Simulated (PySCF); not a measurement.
Mg(SeH)(GeH3), H4GeMgSe, SMILES [GeH3][Mg][SeH], PBE0/def2-SVP optimised geometry. Atoms within 1.6 Å of the plane z = 0.0 Å (x, y, z in Å): Ge4 (-0.57, -0.75, 0.00), H5 (-0.98, -1.30, 1.38), H6 (0.98, -0.75, 0.00), H7 (-0.98, 0.75, 0.00).

Level of theory: PySCF with PBE0/def2-TZVP. Cells within 0.4 Å of a nucleus heavier than hydrogen are left out (blank, or x).

Map of the electrostatic potential (hartree/e), clipped to [-0.08, 0.12] on the plane z = 0.0 Å:

```
|0000000000000000000000000000000|
|0000000000000000000000000000000|
|0000000000000000000000000000000|
|0000000000000000000000000000000|
|0000000000000000000000000000000|
|0000000000000000000000000000000|
|0000000111111000000000000000000|
|0000001123432100000000000000000|
|0000011368996310000000000000000|
|0000012699999621000000000000000|
|0000013999999942100000000000000|
|0000124999999963210000000000000|
|1111124999999996431100000000000|
|1111124999999999853210000000000|
|1111235999999999995322100000000|
|1122348999999999999765321000000|
|1223469999999999999999842100000|
|222358999999xx99999999973100000|
|22345999999xxxx9999999994200000|
|22346999999xxxx9999999995210000|
|23345999999xxx99999999994100000|
|3334579999999999999999962100000|
|3334469999999999999998531100000|
|3334457999999999998543211000000|
|3334445799999999985321100000000|
|3344445579999999853211000000000|
|3444444456788886542211000000000|
|3444444444555554332111000000000|
|3444444444444433322111100000000|
|3344444444333332222111110000000|
|3334444443333322221111111100000|
```
Scale: ten equal steps from -0.008 (start of '0') to 0.120 (end of '9'), in the order '0123456789'; x runs from -3.00 to 3.00, y from -3.00 (bottom) to 3.00 (top).
